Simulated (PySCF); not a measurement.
Isomers of C2H4S3. Gas-phase values, no solvent. One relaxed conformer stands for each flexible species; it need not be the lowest. Strings in code marks are SMILES.

The T1 excitation (TDA) from two functionals at the same geometries (PBE0-D3(BJ)/def2-TZVP), both in PySCF: PBE-D3(BJ)/def2-TZVP and PBE0-D3(BJ)/def2-TZVP. Excitations are Tamm–Dancoff values on a coarser integration grid. The basis has no diffuse functions, so Rydberg states are missing or too high.

| species | PBE-D3(BJ)/def2-TZVP (eV) | PBE0-D3(BJ)/def2-TZVP (eV) |
|---|---|---|
| `C=C(S)SS` | 3.59 | 3.72 |
| `S/C=C/SS` | 3.07 | 3.29 |
| `S/C=C\SS` | 2.94 | 3.20 |
| `SC1SCS1` (H–S–C–S torsion 94°) | 3.14 | 3.52 |

Over these rows, drawn at random from the members with no instability flagged (it was tested for open shells, ions and some series alone), PBE minus PBE0-D3(BJ): mean -0.24 eV, from -0.38 eV to -0.12 eV.
